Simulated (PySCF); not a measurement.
Dissociation curve of SMILES [SnH4]. The Sn1–H5 bond (Sn1 also carries H, H, H; H5 carries nothing else) is stretched with both fragments frozen at the PBE0/def2-TZVP, def2 effective core potentials past Kr optimised geometry.

Computed with: RKS-B3LYP = PySCF with restricted B3LYP/def2-SVP, def2 effective core potentials past Kr; UHF/def2-SVP, def2 effective core potentials past Kr (PySCF); UCCSD(T) = CCSD(T) on UHF/def2-SVP, 4 core orbitals frozen, def2 effective core potentials past Kr run with PySCF.

Energies relative to the lowest point of each curve near equilibrium, in kcal/mol:

```
R / Å  RKS-B3LYP   UHF
-----  ---------  ----
1.37        30.9  32.1
1.59         2.9   2.9
1.75         0.1   0.3
1.82         1.4   1.8
2.11        14.8  17.3
2.30        26.4  30.8
2.57        43.0  45.7
3.04        67.6  55.9
3.77        92.6  59.3
4.21       101.8  59.6
5.17       112.6  59.8
6.00       116.6  59.8
```

**Question.** What does UCCSD(T) give at the same points?

**Answer.** 1.37: 30.3; 1.59: 2.7; 1.75: 0.2; 1.82: 1.7; 2.11: 15.6; 2.30: 27.2; 2.57: 43.2; 3.04: 63.6; 3.77: 75.1; 4.21: 76.0; 5.17: 76.3; 6.00: 76.3 (kcal/mol).

At the longest distance RKS-B3LYP leaves fractional charges on the fragments, a sign of delocalisation error or of the restricted form. The restricted form behind RKS-B3LYP keeps the bonding electrons paired and can't separate into open-shell fragments. The unrestricted determinant behind UHF, UCCSD(T) is spin-contaminated at 2.57 to 6.00 Å (<S²> up to 1.0, against 0.00 for a pure singlet).
